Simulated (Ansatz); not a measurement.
A short molecular-dynamics run on Sn(tBu)Me3 (C7H18Sn).

```yaml
crystal:
  periodic: [false, false, false]
  atoms:
    - {symbol: Sn, position_ang: [0.003466, 0.001891, -1.005609]}
    - {symbol: C, position_ang: [-0.004098, -0.003177, 1.213531]}
    - {symbol: C, position_ang: [-1.450013, 0.168343, 1.694895]}
    - {symbol: C, position_ang: [0.865585, 1.160501, 1.704762]}
    - {symbol: C, position_ang: [0.567177, -1.340959, 1.699071]}
    - {symbol: H, position_ang: [-1.496269, 0.167976, 2.809682]}
    - {symbol: H, position_ang: [-1.894130, 1.126449, 1.351812]}
    - {symbol: H, position_ang: [-2.108997, -0.653648, 1.343387]}
    - {symbol: H, position_ang: [0.485262, 2.144172, 1.356544]}
    - {symbol: H, position_ang: [1.918907, 1.067348, 1.366064]}
    - {symbol: H, position_ang: [0.883206, 1.195115, 2.819827]}
    - {symbol: H, position_ang: [1.610756, -1.500788, 1.354256]}
    - {symbol: H, position_ang: [-0.038333, -2.204765, 1.352530]}
    - {symbol: H, position_ang: [0.583555, -1.380377, 2.813998]}
    - {symbol: C, position_ang: [2.062525, -0.001623, -1.720431]}
    - {symbol: H, position_ang: [2.083499, -0.059202, -2.826344]}
    - {symbol: H, position_ang: [2.610083, -0.872777, -1.310339]}
    - {symbol: H, position_ang: [2.580102, 0.924919, -1.403870]}
    - {symbol: C, position_ang: [-1.017715, 1.788036, -1.725283]}
    - {symbol: H, position_ang: [-0.551853, 2.696241, -1.295100]}
    - {symbol: H, position_ang: [-2.085536, 1.763475, -1.432500]}
    - {symbol: H, position_ang: [-0.954108, 1.847014, -2.829474]}
    - {symbol: C, position_ang: [-1.027253, -1.774354, -1.736006]}
    - {symbol: H, position_ang: [-2.060521, -1.809461, -1.338473]}
    - {symbol: H, position_ang: [-0.491199, -2.688572, -1.414373]}
    - {symbol: H, position_ang: [-1.074096, -1.761757, -2.842547]}
basis:
  gaussian: {orbitals: def2-SVP}
hamiltonian: {xc: {name: PBE}, dispersion: d3bjatm}
md: {timestep: 1 fs, n_steps: 15, ensemble: nve, temperature: 1500, initial_velocities: maxwell_boltzmann, seed: 132}
scf: {omitted_lower_state_checks: [starts]}
```

```sh
$ ansatz run in.yaml --threads 2 --pin off --events-out ev --progress --plain --max-ram 32768MiB --backend cuda --devices 0, --max-vram 18GiB
```

| step | time (fs) | potential energy (eV) | kinetic (eV) | T (K) | conserved (eV) |
| --- | --- | --- | --- | --- | --- |
| 0 | 0.0 | -13368.3061 | 4.6534 | 1500 | -13363.6527 |
| 1 | 1.0 | -13367.9699 | 4.3401 | 1399 | -13363.6297 |
| 2 | 2.0 | -13367.2874 | 3.6969 | 1192 | -13363.5904 |
| 3 | 3.0 | -13366.8264 | 3.2434 | 1046 | -13363.5830 |
| 4 | 4.0 | -13366.7183 | 3.1155 | 1004 | -13363.6028 |
| 5 | 5.0 | -13366.6908 | 3.0766 | 992 | -13363.6142 |
| 6 | 6.0 | -13366.5521 | 2.9383 | 947 | -13363.6138 |
| 7 | 7.0 | -13366.3021 | 2.6955 | 869 | -13363.6066 |
| 8 | 8.0 | -13366.0806 | 2.4921 | 803 | -13363.5885 |
| 9 | 9.0 | -13366.1724 | 2.5931 | 836 | -13363.5794 |
| 10 | 10.0 | -13366.6792 | 3.0681 | 989 | -13363.6111 |
| 11 | 11.0 | -13367.1510 | 3.5099 | 1131 | -13363.6411 |
| 12 | 12.0 | -13367.1443 | 3.5127 | 1132 | -13363.6316 |
| 13 | 13.0 | -13366.7813 | 3.1827 | 1026 | -13363.5987 |
| 14 | 14.0 | -13366.5226 | 2.9342 | 946 | -13363.5884 |
| 15 | 15.0 | -13366.5247 | 2.9188 | 941 | -13363.6059 |

Velocities are drawn at the set temperature; a run this short doesn't reach equilibrium.

In the def2 sets Sn takes a core potential; there is no spin–orbit coupling.

Frames (Å, forces in eV/Å):

```xyz
26
time=0.0 fs
Sn    0.003    0.002   -1.006    0.000    0.000    0.012
C    -0.004   -0.003    1.214    0.000    0.000    0.003
C    -1.450    0.168    1.695   -0.009    0.000    0.003
C     0.866    1.161    1.705    0.004    0.008    0.003
C     0.567   -1.341    1.699    0.005   -0.007    0.003
H    -1.496    0.168    2.810    0.007   -0.001   -0.003
H    -1.894    1.126    1.352    0.005   -0.004   -0.002
H    -2.109   -0.654    1.343    0.006    0.001   -0.002
H     0.485    2.144    1.357   -0.002   -0.006   -0.002
H     1.919    1.067    1.366   -0.006   -0.002   -0.002
H     0.883    1.195    2.820   -0.004   -0.005   -0.003
H     1.611   -1.501    1.354   -0.004    0.005   -0.002
H    -0.038   -2.205    1.353    0.001    0.007   -0.002
H     0.584   -1.380    2.814   -0.002    0.006   -0.003
C     2.063   -0.002   -1.720    0.012   -0.002   -0.007
H     2.083   -0.059   -2.826   -0.001    0.000    0.003
H     2.610   -0.873   -1.310   -0.004    0.001    0.001
H     2.580    0.925   -1.404   -0.003   -0.002    0.001
C    -1.018    1.788   -1.725   -0.005    0.010   -0.007
H    -0.552    2.696   -1.295    0.002   -0.004    0.000
H    -2.086    1.763   -1.433    0.004   -0.001    0.001
H    -0.954    1.847   -2.829    0.000   -0.001    0.003
C    -1.027   -1.774   -1.736   -0.007   -0.009   -0.007
H    -2.061   -1.809   -1.338    0.003    0.003    0.001
H    -0.491   -2.689   -1.414    0.000    0.004    0.001
H    -1.074   -1.762   -2.843    0.000    0.001    0.003
26
time=1.0 fs
Sn    0.004    0.004   -1.003   -0.187   -0.021    0.053
C    -0.008   -0.009    1.220    0.357    0.208   -0.221
C    -1.442    0.147    1.703   -0.315    2.293   -1.363
C     0.846    1.177    1.711    0.997   -1.361    0.483
C     0.573   -1.346    1.688   -1.026   -0.035    1.183
H    -1.492    0.204    2.780   -0.011    0.046    1.213
H    -1.942    1.135    1.299    0.762   -1.428    0.587
H    -2.069   -0.666    1.389   -0.745   -0.962   -0.375
H     0.446    2.125    1.374   -0.314    0.823   -0.026
H     1.904    1.094    1.351   -0.299    0.076   -0.098
H     0.965    1.141    2.837   -0.382    0.254   -0.446
H     1.612   -1.497    1.410    0.656   -0.150   -0.455
H    -0.063   -2.217    1.358    0.442    0.364    0.129
H     0.581   -1.350    2.830   -0.094   -0.142   -0.648
C     2.051   -0.015   -1.738    1.062    0.525    0.856
H     2.078   -0.044   -2.837    0.020   -0.037   -0.219
H     2.667   -0.862   -1.324   -0.493    0.210   -0.268
H     2.607    0.921   -1.389   -0.606   -0.647   -0.385
C    -0.999    1.796   -1.744   -1.013   -0.606    1.337
H    -0.582    2.701   -1.326    0.659    0.729    0.202
H    -2.081    1.843   -1.465    0.251   -0.340   -0.009
H    -0.958    1.804   -2.808    0.207    0.143   -1.573
C    -1.035   -1.774   -1.734   -0.315    0.620   -1.283
H    -2.061   -1.851   -1.326   -0.074    0.104   -0.077
H    -0.494   -2.658   -1.433    0.555   -0.813    0.360
H    -1.067   -1.794   -2.877   -0.095    0.146    1.043
26
time=3.0 fs
Sn    0.005    0.008   -0.998   -0.495   -0.073    0.104
C    -0.014   -0.019    1.233    1.016    0.574   -0.665
C    -1.425    0.110    1.717   -1.056    3.664   -2.355
C     0.809    1.206    1.726    2.391   -3.044    1.085
C     0.581   -1.357    1.671   -1.650    0.183    2.442
H    -1.483    0.277    2.763   -0.026    0.181    1.894
H    -2.011    1.104    1.213    1.396   -2.309    1.135
H    -2.014   -0.726    1.467   -1.247   -1.656   -0.473
H     0.356    2.117    1.407   -0.554    1.434    0.202
H     1.864    1.150    1.317   -0.601    0.222   -0.270
H     1.115    1.041    2.854   -1.198    0.823   -1.231
H     1.638   -1.495    1.505    0.872   -0.275   -0.872
H    -0.095   -2.229    1.373    0.951    0.619    0.175
H     0.573   -1.294    2.841   -0.212   -0.453   -1.151
C     2.032   -0.040   -1.770    2.407    0.899    1.639
H     2.068   -0.015   -2.867    0.029   -0.073   -0.288
H     2.762   -0.834   -1.362   -1.253    0.274   -0.589
H     2.638    0.890   -1.372   -1.240   -0.952   -0.786
C    -0.964    1.810   -1.778   -2.063   -0.662    2.193
H    -0.619    2.737   -1.380    1.386    1.223    0.127
H    -2.063    1.989   -1.529    0.545   -0.988    0.005
H    -0.959    1.723   -2.819    0.392    0.219   -2.441
C    -1.053   -1.773   -1.734   -0.446    0.753   -2.138
H    -2.064   -1.929   -1.305   -0.047    0.272   -0.224
H    -0.480   -2.626   -1.457    1.002   -1.299    0.651
H    -1.057   -1.853   -2.911   -0.300    0.443    1.830
26
time=5.0 fs
Sn    0.006    0.012   -0.992   -0.669   -0.162    0.062
C    -0.017   -0.028    1.244    1.433    0.799   -1.085
C    -1.413    0.084    1.723   -2.784    1.855   -0.749
C     0.780    1.226    1.743    2.015   -2.320    0.417
C     0.585   -1.367    1.660    0.011    0.742    2.548
H    -1.475    0.356    2.810    0.047   -0.325   -0.160
H    -2.029    0.987    1.170    1.265   -1.812    1.081
H    -2.003   -0.842    1.528   -0.011    0.167    0.158
H     0.248    2.158    1.450    0.226    0.025    0.858
H     1.802    1.215    1.273   -0.432    0.325   -0.442
H     1.219    0.973    2.826   -1.670    1.167   -1.119
H     1.693   -1.503    1.567   -0.478   -0.148   -0.914
H    -0.093   -2.219    1.394    0.730    0.127   -0.070
H     0.558   -1.255    2.809   -0.233   -0.648   -0.637
C     2.020   -0.063   -1.797    2.275    0.811    0.949
H     2.060    0.011   -2.906   -0.038   -0.122    0.172
H     2.811   -0.797   -1.422   -1.306   -0.303   -0.491
H     2.624    0.826   -1.384   -1.050   -0.143   -0.621
C    -0.936    1.822   -1.806   -1.672    0.529    0.017
H    -0.606    2.814   -1.432    1.209   -0.140   -0.566
H    -2.025    2.097   -1.593    0.368   -1.341    0.094
H    -0.945    1.652   -2.914    0.436    0.637    0.315
C    -1.071   -1.769   -1.740    0.556   -0.780   -0.809
H    -2.068   -1.997   -1.293    0.128    0.395   -0.305
H    -0.432   -2.637   -1.459    0.058    0.097    0.300
H    -1.057   -1.895   -2.879   -0.415    0.568    0.998
26
time=7.0 fs
Sn    0.007    0.015   -0.987   -0.758   -0.256   -0.116
C    -0.015   -0.034    1.252    1.402    0.854   -1.375
C    -1.409    0.065    1.726   -2.437   -1.071    1.563
C     0.757    1.239    1.762    0.923   -1.187   -0.793
C     0.589   -1.375    1.658    1.630    1.477    1.840
H    -1.465    0.422    2.855    0.043   -0.842   -1.518
H    -2.001    0.805    1.165   -0.157    0.305   -0.090
H    -1.994   -0.953    1.595    0.811    1.540    0.416
H     0.148    2.200    1.524    0.962   -1.184    1.122
H     1.724    1.292    1.212   -0.126    0.384   -0.507
H     1.262    0.949    2.757   -1.444    1.086   -0.122
H     1.731   -1.517    1.595   -1.318   -0.018   -0.893
H    -0.064   -2.206    1.413    0.036   -0.741   -0.457
H     0.533   -1.240    2.755   -0.186   -0.644    0.688
C     2.015   -0.083   -1.821    0.634    0.310   -0.435
H     2.049    0.032   -2.939   -0.144   -0.183    0.511
H     2.812   -0.773   -1.499   -0.580   -1.266   -0.079
H     2.572    0.759   -1.419   -0.103    1.481    0.090
C    -0.913    1.836   -1.834   -0.593    1.264   -1.342
H    -0.546    2.886   -1.504    0.787   -1.396   -0.894
H    -1.974    2.156   -1.654   -0.207   -1.261    0.248
H    -0.915    1.605   -3.001    0.398    0.959    1.886
C    -1.088   -1.768   -1.748    1.412   -1.533    1.794
H    -2.068   -2.050   -1.291    0.177    0.460   -0.238
H    -0.380   -2.647   -1.448   -0.780    1.076   -0.019
H    -1.074   -1.916   -2.812   -0.381    0.383   -1.280
26
time=9.0 fs
Sn    0.007    0.019   -0.982   -0.850   -0.283   -0.380
C    -0.009   -0.037    1.255    0.976    0.779   -1.395
C    -1.412    0.041    1.735    0.010   -3.533    3.684
C     0.737    1.247    1.778    0.020   -0.405   -2.648
C     0.597   -1.378    1.662    1.497    1.450    0.975
H    -1.454    0.457    2.844   -0.082   -0.873   -1.548
H    -1.983    0.637    1.153   -2.419    2.794   -2.183
H    -1.955   -1.009    1.677    0.818    1.578    0.355
H     0.084    2.200    1.640    0.985   -1.316    0.871
H     1.640    1.383    1.133   -0.151    0.337   -0.144
H     1.251    0.965    2.686   -0.323    0.498    1.620
H     1.722   -1.532    1.589   -0.918    0.040   -0.765
H    -0.033   -2.219    1.414   -0.178   -0.809   -0.601
H     0.502   -1.250    2.727   -0.090   -0.560    1.656
C     2.012   -0.102   -1.846   -0.558    0.251   -0.851
H     2.033    0.046   -2.953   -0.240   -0.185    0.266
H     2.791   -0.796   -1.580    0.082   -1.665    0.254
H     2.515    0.746   -1.450    0.491    2.023    0.513
C    -0.892    1.854   -1.865    0.575    1.090   -1.500
H    -0.457    2.908   -1.608    0.385   -1.656   -0.671
H    -1.931    2.167   -1.705   -0.824   -0.855    0.422
H    -0.870    1.593   -3.020    0.284    0.857    1.737
C    -1.100   -1.771   -1.751    1.744   -1.235    2.685
H    -2.061   -2.086   -1.298   -0.069    0.426   -0.011
H    -0.357   -2.618   -1.438   -0.880    1.002   -0.124
H    -1.104   -1.923   -2.792   -0.286    0.252   -2.217
26
time=11.0 fs
Sn    0.007    0.023   -0.977   -0.942   -0.228   -0.679
C     0.000   -0.038    1.254    0.416    0.588   -1.071
C    -1.417    0.008    1.755   -0.650   -0.902    0.359
C     0.717    1.255    1.786    0.341   -0.586   -3.412
C     0.610   -1.377    1.669   -0.559    0.661    1.331
H    -1.447    0.461    2.777   -0.235   -0.204   -0.160
H    -2.044    0.563    1.071   -0.695    0.895   -0.244
H    -1.887   -1.007    1.772    0.127    0.214    0.209
H     0.055    2.153    1.789    0.158   -0.398    0.372
H     1.549    1.487    1.050   -0.332    0.143    0.592
H     1.227    1.000    2.674    0.563    0.032    2.113
H     1.681   -1.545    1.553    0.552   -0.011   -0.584
H    -0.006   -2.259    1.393    0.246    0.163   -0.361
H     0.467   -1.281    2.758    0.211   -0.581    0.745
C     2.008   -0.119   -1.874    0.328    1.081    0.427
H     2.008    0.054   -2.959   -0.297   -0.116   -0.358
H     2.770   -0.879   -1.652   -0.306   -0.666    0.230
H     2.474    0.803   -1.465    0.078    0.164   -0.030
C    -0.870    1.875   -1.901    0.720    0.440   -0.121
H    -0.352    2.869   -1.738    0.188   -0.854   -0.065
H    -1.917    2.145   -1.740   -0.630   -0.450    0.456
H    -0.814    1.613   -2.976    0.153    0.176   -0.146
C    -1.107   -1.778   -1.746    1.160   -0.330    0.154
H    -2.058   -2.105   -1.306   -0.371    0.341    0.208
H    -0.366   -2.553   -1.432   -0.126   -0.039    0.033
H    -1.146   -1.919   -2.847   -0.099    0.467    0.003
26
time=13.0 fs
Sn    0.007    0.026   -0.972   -0.980   -0.163   -1.014
C     0.010   -0.037    1.249   -0.216    0.297   -0.434
C    -1.423   -0.028    1.775   -0.933    1.644   -3.961
C     0.699    1.260    1.784    1.729   -1.317   -1.548
C     0.622   -1.374    1.681   -1.837   -0.105    1.884
H    -1.448    0.458    2.706   -0.335    1.048    1.900
H    -2.134    0.524    0.978    1.055   -0.742    1.834
H    -1.815   -1.000    1.876   -0.834   -1.888    0.170
H     0.031    2.090    1.952   -0.824    0.582    0.002
H     1.447    1.596    0.988   -0.239   -0.034    1.096
H     1.222    1.037    2.736    0.165    0.105    0.066
H     1.659   -1.558    1.496    1.357    0.012   -0.323
H     0.029   -2.295    1.359    0.428    0.931   -0.071
H     0.441   -1.335    2.815    0.615   -0.464   -0.689
C     2.005   -0.134   -1.900    1.042    1.344    1.201
H     1.972    0.057   -2.977   -0.302   -0.104   -0.534
H     2.737   -0.986   -1.715   -0.836    0.682    0.155
H     2.437    0.868   -1.480   -0.065   -1.456   -0.474
C    -0.845    1.897   -1.938   -0.314   -0.417    2.073
H    -0.239    2.798   -1.870    0.322    0.572    0.619
H    -1.926    2.106   -1.758    0.354   -0.081    0.270
H    -0.752    1.638   -2.941    0.049   -0.859   -2.671
C    -1.110   -1.786   -1.741   -0.351    0.988   -1.777
H    -2.068   -2.112   -1.307   -0.261    0.337    0.224
H    -0.377   -2.491   -1.424    1.028   -1.391    0.336
H    -1.191   -1.897   -2.904    0.185    0.477    1.667
26
time=15.0 fs
Sn    0.007    0.030   -0.967   -0.932   -0.174   -1.352
C     0.020   -0.036    1.243   -0.729   -0.067    0.285
C    -1.432   -0.060    1.784   -1.132    1.581   -3.567
C     0.685    1.261    1.777    1.189   -0.389    0.787
C     0.628   -1.370    1.698   -0.440   -0.638    1.245
H    -1.461    0.492    2.700   -0.316    0.769    1.130
H    -2.187    0.461    0.951    1.387   -1.086    2.205
H    -1.771   -1.057    1.986   -0.583   -1.112   -0.019
H    -0.020    2.045    2.115   -0.412   -0.022   -0.606
H     1.337    1.705    0.967    0.129   -0.043    1.019
H     1.223    1.079    2.802   -0.107    0.024   -1.596
H     1.683   -1.571    1.427    0.192    0.341    0.296
H     0.079   -2.296    1.321    0.135    0.928    0.036
H     0.438   -1.406    2.849    0.788   -0.156   -1.219
C     2.005   -0.144   -1.923    0.558    1.151    0.605
H     1.924    0.055   -3.014   -0.243   -0.225    0.033
H     2.674   -1.070   -1.772   -0.730    1.277    0.212
H     2.399    0.881   -1.512    0.274   -1.747   -0.429
C    -0.821    1.919   -1.968   -0.154   -1.338    0.735
H    -0.115    2.747   -1.979   -0.051    0.925    0.966
H    -1.922    2.064   -1.766    0.932    0.369    0.044
H    -0.689    1.634   -2.996   -0.367   -0.784   -1.296
C    -1.114   -1.791   -1.740   -0.532    0.922   -1.329
H    -2.086   -2.105   -1.299    0.162    0.362    0.128
H    -0.354   -2.478   -1.406    0.601   -1.152    0.036
H    -1.229   -1.858   -2.901    0.383    0.282    1.651
```

Run time 57 s (2 threads of AMD EPYC 7R13 on a shared host and a share (18 GiB) of an NVIDIA H100 80GB HBM3), peak host memory 0.87 GiB.
